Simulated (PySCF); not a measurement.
thiophene (C₄H₄S), singlet, at a GFN2-xTB geometry; SVWN5/STO-3G run with PySCF.

PySCF was given this input:
```python
from pyscf import gto, scf, dft

mol = gto.Mole()
mol.atom = '''
    S     0.00863827   -0.00734061    1.19288588
    C     0.00298819    1.22583323   -0.00509457
    C    -0.00317090   -1.22567797   -0.02013572
    C    -0.00738740    0.71507349   -1.26119565
    C    -0.01094132   -0.69949816   -1.26987470
    H     0.00773103    2.25348024    0.29900803
    H    -0.00360091   -2.25698993    0.27133421
    H    -0.01235842    1.31824779   -2.15134971
    H    -0.01891549   -1.29167192   -2.16736278
'''
mol.basis = 'sto-3g'
mol.verbose = 4
mol.build()

mf = dft.RKS(mol)
mf.xc = 'lda,vwn'
mf.kernel()
mf.analyze()
```

What the program printed (banner, timings and long lists left out):

```
PySCF version 2.14.0

[INPUT] verbose = 4
[INPUT] num. atoms = 9
[INPUT] num. electrons = 44
[INPUT] charge = 0
[INPUT] spin (= nelec alpha-beta = 2S) = 0
[INPUT] symmetry False subgroup None
[INPUT] Mole.unit = angstrom
[INPUT] Symbol           X                Y                Z      unit          X                Y                Z       unit  Magmom
[INPUT]  1 S      0.008638270000  -0.007340610000   1.192885880000 AA    0.016323964490  -0.013871742487   2.254227611061 Bohr   0.0
[INPUT]  2 C      0.002988190000   1.225833230000  -0.005094570000 AA    0.005646860708   2.316489079091  -0.009627342022 Bohr   0.0
[INPUT]  3 C     -0.003170900000  -1.225677970000  -0.020135720000 AA   -0.005992132568  -2.316195680213  -0.038050996121 Bohr   0.0
[INPUT]  4 C     -0.007387400000   0.715073490000  -1.261195650000 AA   -0.013960162773   1.351293055037  -2.383314367993 Bohr   0.0
[INPUT]  5 C     -0.010941320000  -0.699498160000  -1.269874700000 AA   -0.020676098241  -1.321859947037  -2.399715395514 Bohr   0.0
[INPUT]  6 H      0.007731030000   2.253480240000   0.299008030000 AA    0.014609529361   4.258460480719   0.565043285746 Bohr   0.0
[INPUT]  7 H     -0.003600910000  -2.256989930000   0.271334210000 AA   -0.006804733699  -4.265092833601   0.512747345125 Bohr   0.0
[INPUT]  8 H     -0.012358420000   1.318247790000  -2.151349710000 AA   -0.023354029132   2.491127287413  -4.065461750062 Bohr   0.0
[INPUT]  9 H     -0.018915490000  -1.291671920000  -2.167362780000 AA   -0.035745095612  -2.440906171591  -4.095722066776 Bohr   0.0

nuclear repulsion = 203.52579162325
number of shells = 21
number of NR pGTOs = 99
number of NR cGTOs = 33
basis = sto-3g
ecp = {}

******** <class 'pyscf.dft.rks.RKS'> ********
method = RKS
initial guess = minao
damping factor = 0
level_shift factor = 0
DIIS = <class 'pyscf.scf.diis.CDIIS'>
diis_start_cycle = 1
diis_space = 8
diis_damp = 0
SCF conv_tol = 1e-09
SCF conv_tol_grad = None
SCF max_cycles = 50
direct_scf = True
direct_scf_tol = 1e-13
XC library pyscf.dft.libxc version 7.1.2
    S. Lehtola, C. Steigemann, M. J. T. Oliveira, and M. A. L. Marques,  SoftwareX 7, 1–5 (2018)
XC functionals = lda,vwn
    P. A. M. Dirac,  Math. Proc. Cambridge Philos. Soc. 26, 376 (1930)
    F. Bloch,  Z. Phys. 57, 545 (1929)
    S. H. Vosko, L. Wilk, and M. Nusair,  Can. J. Phys. 58, 1200 (1980)
radial grids:
    Treutler-Ahlrichs [JCP 102, 346 (1995); DOI:10.1063/1.469408] (M4) radial grids

becke partition: Becke, JCP 88, 2547 (1988); DOI:10.1063/1.454033
pruning grids: <function nwchem_prune>
grids dens level: 3
symmetrized grids: False
atomic radii adjust function: <function treutler_atomic_radii_adjust>
small_rho_cutoff = 0
Set gradient conv threshold to 3.16228e-05
Initial guess from minao.
tot grids = 114584
init E= -544.487616093536
  HOMO = -0.243495408182613  LUMO = -0.0393210926695539  gap/eV = 5.55587
cycle= 1 E= -543.880709931234  delta_E= 0.607  |g|= 0.221  |ddm|= 4.44
  HOMO = -0.0965779354026762  LUMO = 0.0977255450528248  gap/eV = 5.28727
cycle= 2 E= -543.855297581895  delta_E= 0.0254  |g|= 0.335  |ddm|= 0.811
  HOMO = -0.121202182800949  LUMO = 0.0817445068764812  gap/eV = 5.52246
cycle= 3 E= -543.894330971051  delta_E= -0.039  |g|= 0.0916  |ddm|= 0.641
  HOMO = -0.128456681427447  LUMO = 0.0728502372724074  gap/eV = 5.47784
cycle= 4 E= -543.897377066146  delta_E= -0.00305  |g|= 0.0218  |ddm|= 0.145
  HOMO = -0.126629036002584  LUMO = 0.0737450615616808  gap/eV = 5.45246
cycle= 5 E= -543.897526209171  delta_E= -0.000149  |g|= 0.00606  |ddm|= 0.0413
  HOMO = -0.126524195523938  LUMO = 0.074109252815724  gap/eV = 5.45951
cycle= 6 E= -543.897540722732  delta_E= -1.45e-05  |g|= 0.000352  |ddm|= 0.0109
  HOMO = -0.126558915845686  LUMO = 0.0740600377836601  gap/eV = 5.45912
cycle= 7 E= -543.897540781749  delta_E= -5.9e-08  |g|= 1.19e-05  |ddm|= 0.000721
  HOMO = -0.126560073569414  LUMO = 0.0740589610639203  gap/eV = 5.45912
cycle= 8 E= -543.897540781809  delta_E= -6.07e-11  |g|= 1.4e-06  |ddm|= 2.67e-05
  HOMO = -0.126560085923486  LUMO = 0.074058885983754  gap/eV = 5.45912
Extra cycle  E= -543.897540781809  delta_E= 4.55e-13  |g|= 2.44e-06  |ddm|= 6.38e-06
converged SCF energy = -543.897540781809
**** SCF Summaries ****
Total Energy =                        -543.897540781808857
Nuclear Repulsion Energy =             203.525791623249631
One-electron Energy =                -1156.661949462641132
Two-electron Energy =                  409.238617057582530
Two-electron Coulomb Energy =          455.404177432601955
DFT Exchange-Correlation Energy =      -46.165560375019439
HOMO-LUMO gap [eV] =                     5.459120287503454
**** MO energy ****
MO #1   energy= -86.6514152966489  occ= 2
MO #2   energy= -9.57123027694015  occ= 2
MO #3   energy= -9.57122159296329  occ= 2
MO #4   energy= -9.5684210399725   occ= 2
MO #5   energy= -9.56706652604922  occ= 2
MO #6   energy= -7.35891723061724  occ= 2
MO #7   energy= -5.41969451444754  occ= 2
MO #8   energy= -5.41218779053702  occ= 2
MO #9   energy= -5.40194220891879  occ= 2
MO #10  energy= -0.746915611212011 occ= 2
MO #11  energy= -0.601324797683138 occ= 2
MO #12  energy= -0.589646626766553 occ= 2
MO #13  energy= -0.445443879943925 occ= 2
MO #14  energy= -0.440558471936212 occ= 2
MO #15  energy= -0.40519750348109  occ= 2
MO #16  energy= -0.304858533005545 occ= 2
MO #17  energy= -0.282073987047205 occ= 2
MO #18  energy= -0.281726745479312 occ= 2
MO #19  energy= -0.266142603500541 occ= 2
MO #20  energy= -0.223020478700894 occ= 2
MO #21  energy= -0.136159537818558 occ= 2
MO #22  energy= -0.126560085923486 occ= 2
MO #23  energy= 0.074058885983754  occ= 0
MO #24  energy= 0.161785981097194  occ= 0
MO #25  energy= 0.1873877490166    occ= 0
MO #26  energy= 0.268340901323229  occ= 0
MO #27  energy= 0.354517890522063  occ= 0
MO #28  energy= 0.411584047797202  occ= 0
MO #29  energy= 0.460716687807812  occ= 0
MO #30  energy= 0.499937292201108  occ= 0
 ** Mulliken pop on meta-lowdin orthogonal AOs  **
 ** Mulliken pop  **
pop of  0 S 1s            2.00000
pop of  0 S 2s            1.99932
pop of  0 S 3s            1.77212
pop of  0 S 2px           1.99956
pop of  0 S 2py           1.99847
pop of  0 S 2pz           1.99869
pop of  0 S 3px           1.61933
pop of  0 S 3py           0.98854
pop of  0 S 3pz           1.29417
pop of  1 C 1s            1.99944
pop of  1 C 2s            1.07643
pop of  1 C 2px           1.12663
pop of  1 C 2py           1.00517
pop of  1 C 2pz           0.98647
pop of  2 C 1s            1.99944
pop of  2 C 2s            1.07643
pop of  2 C 2px           1.12662
pop of  2 C 2py           1.00643
pop of  2 C 2pz           0.98522
pop of  3 C 1s            1.99941
pop of  3 C 2s            1.01555
pop of  3 C 2px           1.06391
pop of  3 C 2py           1.00462
pop of  3 C 2pz           1.02249
pop of  4 C 1s            1.99941
pop of  4 C 2s            1.01555
pop of  4 C 2px           1.06391
pop of  4 C 2py           1.00431
pop of  4 C 2pz           1.02280
pop of  5 H 1s            0.93096
pop of  6 H 1s            0.93096
pop of  7 H 1s            0.93384
pop of  8 H 1s            0.93384
 ** Mulliken atomic charges  **
charge of    0S =      0.32980
charge of    1C =     -0.19414
charge of    2C =     -0.19413
charge of    3C =     -0.10597
charge of    4C =     -0.10597
charge of    5H =      0.06904
charge of    6H =      0.06904
charge of    7H =      0.06616
charge of    8H =      0.06616
Dipole moment(X, Y, Z, Debye):  0.00438, -0.00373,  0.60475
```
